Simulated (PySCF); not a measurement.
Dipole response of Si(2+) (silicon, charge +2)

[Ne] 3s2, closed-shell 1S. All numbers are calculated (PySCF 2.14, the non-relativistic Hamiltonian (point nucleus), in aug-cc-pwCVDZ (6s5p3d, 36 functions)). Coupled (time-dependent) response in atomic units; α is the mean over directions. A double-zeta set is small for polarisabilities.

| method | mean α (bohr³) | C₆ (like pair) | S(−4) |
| --- | --- | --- | --- |
| UHF | 12.57 | 44.98 | 91.25 |
| PBE | 11.65 | 39.88 | 79.94 |
| PBE0 | 11.91 | 41.22 | 83.13 |
| TPSS | 12.19 | 42.95 | 86.20 |

S(−4) is the Cauchy moment in α(ω) = α(0) + S(−4) ω² + …

α(iu) at PBE0:

| u (hartree) | α(iu) (bohr³) |
| --- | --- |
| 0 | 11.91 |
| 0.0500 | 11.70 |
| 0.100 | 11.13 |
| 0.200 | 9.317 |
| 0.300 | 7.345 |
| 0.500 | 4.425 |
| 0.750 | 2.548 |
| 1.00 | 1.642 |
| 1.50 | 0.8709 |
| 2.00 | 0.5657 |
| 3.00 | 0.3237 |
| 5.00 | 0.1699 |

For an ion, C₆ is the dispersion term alone; charge-induced terms of lower order in 1/R come first.
